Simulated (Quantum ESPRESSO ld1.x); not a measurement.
Values are calculated unless marked as measured or tabulated.
Isoelectronic series with 11 electrons, all held in the configuration [Ne] 3s1, which need not be the ground one along the series. Code: ld1.x of Quantum ESPRESSO 7.5. Model: scalar-relativistic Kohn-Sham, LDA (Slater exchange, Perdew-Wang correlation), spin-polarised, spherical densities, point nucleus; open shells are filled with parallel spins first. Total energies (hartree) and orbital eigenvalues (eV) (* marks an orbital that is empty in some or all of the ions):

ion    E (hartree)  3s down*     3s up   2p down
S5+      -390.9216  -78.6523  -81.9568  -236.222
Sc10+    -724.7326  -234.713  -240.249  -618.140
Fe15+   -1164.2092  -468.532  -476.339  -1172.61
Ga20+   -1710.9995  -780.917  -791.037  -1900.56
Kr25+   -2367.2142  -1173.31  -1185.78  -2803.62
Nb30+   -3135.4539  -1647.61  -1662.47  -3883.89
Pd35+   -4018.8587  -2206.23  -2223.50  -5143.91
Sb40+   -5021.1765  -2852.06  -2871.77  -6586.68
Ba45+    -6146.853  -3588.62  -3610.80  -8215.60
Pm50+    -7401.148  -4420.11  -4444.80  -10034.5
Dy55+    -8790.290  -5351.59  -5378.80  -12047.8
Lu60+   -10321.678  -6389.11  -6418.87  -14260.1
